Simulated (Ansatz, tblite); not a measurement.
Removing an electron: AlAs2⁻. The state is a singlet with charge -1. Geometry: PBE-D4/def2-TZVPD. Ansatz, gas phase; energy differences of separate SCF runs; the oxidised species was run as a doublet alone.

```xyz
3

Al   -0.736   -0.164   -1.318
As   -0.566    0.571    1.119
As    1.302   -0.407    0.198
```

The xTB rows come from tblite. HOMO above LUMO, or a gap near zero within one spin, warns that the state may not be the lowest or that an electron is smeared out. The structure comes from a short search, and lower isomers may exist.

```csv
level,−HOMO (eV),vertical IE (eV),−LUMO (eV),HOMO–LUMO gap (eV),remarks
GFN1-xTB,3.38,5.24,2.62,0.76,–
GFN2-xTB,1.20,4.37,0.73,0.47,–
PBE-D4/def2-TZVPD,-0.23,2.21,-0.96,0.73,"HOMO above zero (-1 singlet), gap within one spin near zero (doublet)"
r2SCAN-D4/def2-TZVPD,-0.04,2.25,-0.92,0.88,HOMO above zero (-1 singlet)
PBE0-D4/def2-TZVPD,0.62,2.28,-1.66,2.28,–
```

Run but left out: HF/def2-TZVPPD (singlet: restricted singlet, unstable towards broken spin symmetry); MP2/def2-TZVPPD, CCSD/def2-TZVPPD, CCSD(T)/def2-TZVPPD (neutral doublet: ⟨S²⟩ 1.38, where a pure state has 0.75).  A HOMO above zero means that the electron is unbound at that level or that self-interaction error raises the level; the energy of removing that electron tells which. Raw xTB energy differences between charge states are shifted by several eV; the methods need an empirical correction for them.
